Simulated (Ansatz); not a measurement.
HO2 (SMILES [O]O), charge 0, multiplicity 2, relaxed at each level with Ansatz (a first-principles code); harmonic frequencies from differences of analytic forces, average atomic masses, frozen cores. Open shells are unrestricted.

Task: Give the equilibrium geometry, the harmonic frequencies and the zero-point energy at CCSD(T)/cc-pVDZ.

Result: 
(charge 0, multiplicity 2):
```tsv
atom	x (Å)	y (Å)	z (Å)
O	0.6607	-0.2927	0.0000
O	-0.5200	0.3437	0.0000
H	-1.1768	-0.3816	0.0000
```
Frequencies (cm⁻¹): 1101, 1427, 3646. Zero-point energy 8.83 kcal/mol.

Task: Give the equilibrium geometry, the harmonic frequencies and the zero-point energy at CCSD(T)/cc-pVTZ.

Result: 
(charge 0, multiplicity 2):
```
atom    x (Å)    y (Å)   z (Å)
----  -------  -------  ------
O      0.6564  -0.2919  0.0000
O     -0.5203   0.3408  0.0000
H     -1.1722  -0.3794  0.0000
```
Frequencies (cm⁻¹): 1134, 1436, 3675. Zero-point energy 8.93 kcal/mol.
